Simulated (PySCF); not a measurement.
Ge(F)2(Cl)(NH2) (ClF₂GeH₂N), SMILES [NH2][Ge]([F])([F])[Cl]. Atoms are numbered in the order given.

```xyz
7

N      1.8506    -0.3829     0.3601
Ge     0.1387     0.1686     0.1452
F     -0.6161     0.3578     1.6973
F     -0.0350     1.7512    -0.5712
Cl    -0.9555    -1.2475    -1.0276
H      2.2175    -0.8539    -0.4745
H      2.4928     0.3662     0.6439
```
Charge 0, spin multiplicity 1.

Geometry: PBE-D3(BJ)/def2-SVP. The structure was generated by enumeration, and PubChem lists no compound with its InChIKey, so it may never have been made. One conformer was computed; it need not be the lowest.

Computed with TDDFT-PBE/def2-SVPD run with PySCF.

Vertical excitations. The molecule is in vacuum.

Computed lowest excited states:
```json
[
 {"state": "S1", "energy (eV)": "5.27", "λ (nm)": "235", "f": "0.020", "main pairs": "HOMO→LUMO 99 %"},
 {"state": "S2", "energy (eV)": "6.29", "λ (nm)": "197", "f": "0.016", "main pairs": "HOMO−1→LUMO 97 %"},
 {"state": "S3", "energy (eV)": "6.33", "λ (nm)": "196", "f": "0.016", "main pairs": "HOMO−2→LUMO 98 %"},
 {"state": "S4", "energy (eV)": "7.14", "λ (nm)": "174", "f": "0.024", "main pairs": "HOMO→LUMO+1 98 %"},
 {"state": "S5", "energy (eV)": "7.39", "λ (nm)": "168", "f": "0.028", "main pairs": "HOMO−3→LUMO 64 %, HOMO−4→LUMO 28 %"},
 {"state": "S6", "energy (eV)": "7.51", "λ (nm)": "165", "f": "0.051", "main pairs": "HOMO−4→LUMO 57 %, HOMO−3→LUMO 16 %, HOMO→LUMO+2 12 %, HOMO−5→LUMO 10 %"},
 {"state": "S7", "energy (eV)": "7.59", "λ (nm)": "163", "f": "0.011", "main pairs": "HOMO−5→LUMO 88 %"},
 {"state": "S8", "energy (eV)": "7.64", "λ (nm)": "162", "f": "0.019", "main pairs": "HOMO→LUMO+2 61 %, HOMO→LUMO+3 27 %"},
 {"state": "S9", "energy (eV)": "7.79", "λ (nm)": "159", "f": "0.047", "main pairs": "HOMO−6→LUMO 86 %"},
 {"state": "S10", "energy (eV)": "8.14", "λ (nm)": "152", "f": "0.025", "main pairs": "HOMO−1→LUMO+1 72 %, HOMO→LUMO+3 11 %"},
 {"state": "T1", "energy (eV)": "4.86", "λ (nm)": "255", "f": "0", "main pairs": "HOMO→LUMO 99 %"},
 {"state": "T2", "energy (eV)": "5.88", "λ (nm)": "211", "f": "0", "main pairs": "HOMO−1→LUMO 99 %"},
 {"state": "T3", "energy (eV)": "5.93", "λ (nm)": "209", "f": "0", "main pairs": "HOMO−2→LUMO 99 %"},
 {"state": "T4", "energy (eV)": "6.87", "λ (nm)": "180", "f": "0", "main pairs": "HOMO→LUMO+1 95 %"}
]
```
Triplets are in the Tamm–Dancoff approximation, which puts them higher than full response would, so one can lie above its singlet here.
